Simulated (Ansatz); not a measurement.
Gas-phase electronic energies from Ansatz, PBE0-D4/def2-TZVP geometries. CCSD(T)/CBS adds triple-zeta CCSD(T) − MP2 to the extrapolated MP2 energy (def2 sets, frozen cores). This one scheme is used for every species. DFT in def2-TZVPP. For Ga outer-core shells are correlated without core-valence functions, which leaves a few kJ/mol of doubt a bond. Scalar relativity is left out up to krypton. Each species was taken in one conformer, which may not be the lowest.

Consider the ligand exchange at a Ga–F bond: `[CH3][GaH][F]` + `N=C[SiH3]` → `[CH3][GaH]/[N]=C\[SiH3]` + H–F.

```csv
level,ΔE (kJ/mol)
PBE-D4,64.5
PBE0-D4,67.3
B2PLYP,77.2
HF/def2-TZVPP,97.2
SCS-MP2/def2-TZVPP,73.9
CCSD/def2-TZVPP,74.1
SCS-MP2/def2-QZVPP,72.8
HF/CBS(def2),98.8
```

(1) What does CCSD(T)/CBS give? (Estimate.)

Largest T1 diagnostic among the species: 0.015.

Results:

(1) Ansatz gave: +65.8 kJ/mol. The listed levels differ from it by -1.3, 1.5, 11.4, 31.4, 8.1, 8.3, 7.0, 33.0 kJ/mol.

The D4 term adds −11.9 kJ/mol with B3LYP and −6.8 kJ/mol with PBE0; it sums over pairs of atoms, weighted by their polarisabilities, and B3LYP, whose exchange is more repulsive, gets the larger term. In def2-TZVPP, CCSD(T) changes the Hartree–Fock value by −27.9 kJ/mol (the triples alone add −4.8 kJ/mol) and MP2 by −31.7 kJ/mol.

B3LYP here is the variant with VWN-RPA as its local correlation; programs differ in this.
